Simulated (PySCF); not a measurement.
Mapped SMILES: `[CH3:1][O:2][Si@H:3]([F:4])[O:5][SiH3:6]` (H(Xn): hydrogen on atom n).

Geometry: PBE0-D3(BJ)/def2-SVP; GIAO shifts from PySCF, gas phase, non-relativistic, averaged over equivalent atoms.

At PBE0/def2-SVP (127 basis functions, 9.6 s wall time on 1 thread of an Arm Neoverse V2, shared host):
| atoms | δ (ppm) |
| --- | --- |
| C1 | 47.6 |
| O5 | 47.8 |
| O2 | 40.6 |
| Si6 | -42.2 |
| Si3 | -67.2 |
| F4 | -110.4 |
| H(Si6) | 5.02 |
| H(Si3) | 4.30 |
| H(C1) | 3.45 |

Chemical shifts δ = σref − σ; ¹³C (193.72 ppm) and ²⁹Si (407.17 ppm) and ¹H (31.34 ppm) vs TMS; ¹⁷O (343.04 ppm) against H2O; ¹⁹F (214.64 ppm) against CFCl3, all at this level.

Predict the values at B3LYP/pcSseg-1 on the same geometry.

## Answers


```csv
atoms,δ at B3LYP/pcSseg-1,change
C1,51.7,+4.1
O5,48.0,+0.2
O2,43.2,+2.6
Si6,-42.3,-0.1
Si3,-68.5,-1.3
F4,-142.9,-32.5
H(Si6),4.89,-0.13
H(Si3),4.29,-0.01
H(C1),3.76,+0.31
```

δ = σ(ref) − σ, references computed at the same level: ¹³C (σ = 179.24 ppm) and ²⁹Si (σ = 337.86 ppm) and ¹H (σ = 31.38 ppm) against TMS; ¹⁷O (σ = 334.04 ppm) vs H2O; CFCl3 for ¹⁹F (σ = 171.94 ppm).

The largest change is at F4 (fluorine bonded to Si). Cost: 151 basis functions, 20 s wall time on 1 thread of an Arm Neoverse N1, shared host.

Unscaled 19F shifts against computed CFCl3 carry errors that often reach 10 to 50 ppm. Experimental scales use liquid or dissolved standards, which lie at an offset from isolated H2O (liquid H2O: subtract about 36 ppm).
